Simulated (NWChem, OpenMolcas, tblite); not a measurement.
**SiBrCl3 (bromotrichlorosilane): methods side by side**

The species is SiBrCl3 (5 atoms), meant as a singlet with charge 0. As SMILES, `Cl[Si](Cl)(Cl)Br`. The shape is that of a PBE0-D4/def2-TZVP optimisation.

Quantity: the dipole moment, in D. The values are calculated.

```tsv
level	kind	program	value (D)	CPU time
GFN2-xTB	semi-empirical	tblite	4.59	under 2 s
IPEA1-xTB	semi-empirical	tblite	0.59	under 2 s
HF/STO-3G	Hartree–Fock	OpenMolcas	0.95	3.2 s
HF/3-21G	Hartree–Fock	OpenMolcas	0.86	4.8 s
HF/6-31G	Hartree–Fock	NWChem	0.59	45 s
BLYP/STO-3G	GGA	NWChem	1.07	6.9 s
r2SCAN/3-21G	meta-GGA	NWChem	0.84	9.8 s
```

All-electron rows without a relativistic Hamiltonian named are non-relativistic. The values span 0.59 to 4.59 D. All rows use very small basis sets, so even the best lies far from the true value. Magnitudes only: a small dipole may point the other way at some levels. Sets without polarisation functions give poor dipoles. CPU times are rough (shared hosts, several kinds of processor): they show what a rung costs within a factor of a few.
